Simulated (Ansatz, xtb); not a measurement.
# A family of molecules: the dipole moment

One atom is swapped for its congeners: C3H3 (propargyl radical) `[CH]=C=C`; C2H3Si `C#C[SiH2]`; C2H3Sn `C#[C][SnH2]`. The Ge member is missing. All are doublets with charge 0.

Shapes, held fixed at every level: PBE0-D4/def2-TZVP. Programs: Ansatz 0.2.0, xtb 6.7.1. Values in D.

Problem. How should the dipole moment change along the series?

Solution. At wB97M-V/def2-TZVPP the dipole moment isn't monotonic: it is largest for Si and smallest for C (0.47 and 0.10 D). Every level shows the same order. The two largest values are nearly level. Open shells run unrestricted unless RO is named. For atoms past krypton def2 sets carry core potentials with scalar relativity. GFN0-xTB strays far from the other rows. Magnitudes only: a dipole under 1 D may point either way.

| level | C3H3 | C2H3Si | C2H3Sn |
| --- | --- | --- | --- |
| GFN0-xTB | 0.27 | 1.74 | 1.10 |
| PBE-D4/def2-TZVPP | 0.10 | 0.45 | 0.35 |
| r2SCAN-D4/def2-TZVPP | 0.15 | 0.48 | 0.38 |
| B3LYP-D4/def2-TZVPP | 0.09 | 0.46 | 0.43 |
| wB97M-V/def2-TZVPP | 0.10 | 0.47 | 0.47 |
